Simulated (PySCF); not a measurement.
# I⁴⁷⁺ (iodine, charge +47): Hartree-Fock from Schrödinger to Dirac-Coulomb-Breit

Occupied: 1s1/2, 2s1/2, 2p1/2. Hartree-Fock calculated with PySCF 2.14 in an uncontracted even-tempered set (19 s from 8.5 bohr⁻², ratio 2.3; 15 p from 10 bohr⁻², ratio 2.3), Gaussian nucleus throughout. NR is non-relativistic, sf-X2C the spin-free one-electron X2C Hamiltonian, X2C adds the bare one-electron spin-orbit term, X2C-SNSO screens it by Boettger's factors, DC is four-component Dirac-Coulomb, and the Gaunt and Breit terms are added at first order (total energies over the DC spinors, levels after relaxing the spinors in that mean field). QED terms are absent. Levels marked empty are virtual spinors of this ion.

| Hamiltonian | E (hartree) | E − E(DC) (hartree) | CPU seconds |
| --- | --- | --- | --- |
| X2C | -4214.5213 | 0.6976 | 0.23 |
| X2C-SNSO | -4213.8031 | 1.4158 | 0.26 |
| DC | -4215.2189 | 0.0000 | 16 |
| DC+Gaunt | -4211.6963 | 3.5226 | 35 |
| DC+Breit | -4211.8792 | 3.3397 | 100 |

```tsv
level (eV)	X2C	X2C-SNSO	DC	DC+Gaunt	DC+Breit
1s1/2	-37497.3	-37498.2	-37520.7	-37449.7	-37452.0
2s1/2	-8773.2	-8773.5	-8776.3	-8769.3	-8769.9
2p1/2	-8620.5	-8610.9	-8613.2	-8598.7	-8600.4
2p3/2 (empty)	-8043.7	-8047.8	-8048.2	-8040.9	-8042.6
3s1/2 (empty)	-3648.7	-3648.8	-3649.5	-3647.5	-3647.8
```

Weight of the small component: 1s1/2 0.0383, 2s1/2 0.00892, 2p1/2 0.00888, 2p3/2 0.00839, 3s1/2 0.00364.

Koopmans' value for the highest occupied level at DC+Breit: 8600.4 eV, against an ionisation energy of 8601 ± 4 eV (theoretical estimate listed by NIST; NIST Atomic Spectra Database, ionization energies); the former lacks relaxation, correlation, QED and recoil.

The whole ladder took 160 s of wall time on 1 thread of Intel(R) Xeon(R) 6975P-C (shared host), launched as `OMP_NUM_THREADS=1 python relrun2.py TASK.json OUT` (a driver that calls PySCF for each Hamiltonian).

Dirac-Coulomb iterations, started from the X2C spinors:

```
with_ssss True, with_gaunt False, with_breit False
light speed = 137.03599967994
init E= -4197.15018839358
cycle= 1 E= -4215.2187446858  delta_E= -18.1  |g|= 1.13  |ddm|= 0.0645
cycle= 2 E= -4215.21888821601  delta_E= -0.000144  |g|= 0.00395  |ddm|= 0.00118
cycle= 3 E= -4215.21888822558  delta_E= -9.56e-09  |g|= 4.15e-05  |ddm|= 2e-05
```
